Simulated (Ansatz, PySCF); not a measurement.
Gas-phase reaction in SMILES: C[C@H]1CO1 + H+ → C[C@H]1C[OH+]1
Structures are relaxed separately at B3LYP-D3(BJ)/def2-TZVP in Ansatz (an electronic-structure program).

Wanted: proton affinity (0 K, with B3LYP-D3(BJ) harmonic zero-point energies from PySCF), positive where the reaction releases energy, in kcal/mol. Valence correlation only, unless marked. No spin-orbit coupling. No relativistic terms. Basis-set limits of correlation are two-point, X^-3; Hartree-Fock from the larger set. The bracket is a focal-point correction in the basis named.

```csv
level,program,proton affinity (kcal/mol)
HF/STO-3G,Ansatz,228.3
HF-D3(BJ)/def2-TZVPD,PySCF + dftd3,198.1
BLYP-D4/def2-TZVPD,Ansatz + dftd4,188.3
BLYP/def2-TZVPD,Ansatz,188.9
revPBE/def2-TZVPD,Ansatz,189.7
PBE0/def2-SVP,Ansatz,188.4
PBE0-D4/def2-TZVPD,Ansatz + dftd4,188.4
```

Task: Estimate the value at RI-MP2/CBS(cc-pVTZ,cc-pVQZ)+[CCSD(T)-MP2]/cc-pVTZ as computed with Ansatz.

Result: 189.4 kcal/mol, so PBE0-D4/def2-TZVPD differs from it by -1.0 kcal/mol.
